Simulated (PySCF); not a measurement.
GeH5O3P, SMILES [PH2][Ge]([OH])([OH])[OH].

Geometry: B3LYP-D3(BJ)/def2-SVP. The values are those of a single conformer.

Method: PySCF with TDA-M06-2X/def2-SVPD.

Vertical excitations. The molecule is in vacuum.

Computed lowest excited states:
```
state  energy (eV)  λ (nm)      f                                                               main pairs
-----  -----------  ------  -----  -----------------------------------------------------------------------
S1            6.64     187  0.131                                         HOMO→LUMO 66 %, HOMO→LUMO+2 16 %
S2            6.79     183  0.055     HOMO→LUMO+2 43 %, HOMO→LUMO 21 %, HOMO→LUMO+1 16 %, HOMO→LUMO+4 10 %
S3            7.23     172  0.109                      HOMO→LUMO+1 49 %, HOMO→LUMO+2 22 %, HOMO→LUMO+3 9 %
S4            7.68     162  0.015                      HOMO−2→LUMO 40 %, HOMO→LUMO+3 19 %, HOMO−1→LUMO 8 %
S5            7.83     158  0.151                      HOMO−1→LUMO 44 %, HOMO→LUMO+5 16 %, HOMO→LUMO+3 8 %
S6            7.92     157  0.087    HOMO−2→LUMO 29 %, HOMO→LUMO+3 23 %, HOMO−1→LUMO 11 %, HOMO−3→LUMO 9 %
S7            8.13     153  0.015  HOMO→LUMO+4 23 %, HOMO−3→LUMO 21 %, HOMO−1→LUMO+1 15 %, HOMO→LUMO+3 7 %
S8            8.26     150  0.029  HOMO→LUMO+4 28 %, HOMO−1→LUMO+2 17 %, HOMO−3→LUMO 14 %, HOMO→LUMO+3 7 %
S9            8.37     148  0.247                   HOMO→LUMO+5 39 %, HOMO−1→LUMO+1 25 %, HOMO−1→LUMO 10 %
S10           8.42     147  0.025   HOMO−1→LUMO+1 30 %, HOMO→LUMO+5 20 %, HOMO−1→LUMO 9 %, HOMO−2→LUMO 6 %
T1            5.71     217      0                       HOMO→LUMO+1 46 %, HOMO→LUMO+2 22 %, HOMO→LUMO 18 %
T2            6.08     204      0                     HOMO→LUMO+2 45 %, HOMO→LUMO+4 22 %, HOMO→LUMO+1 21 %
T3            6.51     190      0                                         HOMO→LUMO 59 %, HOMO→LUMO+1 11 %
T4            7.20     172      0                   HOMO−1→LUMO 21 %, HOMO−2→LUMO 21 %, HOMO−1→LUMO+2 15 %
```
Triplets are in the Tamm–Dancoff approximation.
